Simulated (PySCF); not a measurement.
# Gas-phase XPS of BeMeF, computed

Species: BeMeF, CH3BeF.
Geometry (PBE0-D3(BJ)/def2-SVP, Å), atoms numbered from 1 in this order:
```
atom  x, y, z in Å
Be1   -0.007    0.005   -1.084
C2     0.002   -0.001    0.583
H3    -0.444    0.918    1.000
H4     1.027   -0.074    0.985
H5    -0.568   -0.852    0.992
F6    -0.011    0.004   -2.475
```

The calculation used delta-SCF UKS SCAN, pcX-2 on the ionised atom, pcseg-1 elsewhere, spin-free X2C (PySCF 2.14.0). These are vertical core ionisation energies against the vacuum level, from separate self-consistent calculations with and without the core hole.

Problem. What binding energy does each computed site have?

Solution. 
| atom(s) | bonded to | level | binding energy (eV) | count |
| --- | --- | --- | --- | --- |
| Be1 | F and C | Be 1s | 121.48 | 1 |
| C2 | 3 H and Be | C 1s | 290.15 | 1 |
| F6 | Be | F 1s | 692.15 | 1 |

Problem. Give the binding energy of F 1s of F6 in hartree and in kJ/mol.

Solution. 692.15 eV = 25.4360 Eh = 66782 kJ/mol.

Geometry: PBE0-D3(BJ)/def2-SVP; no solvent, vibrations or thermal averaging.
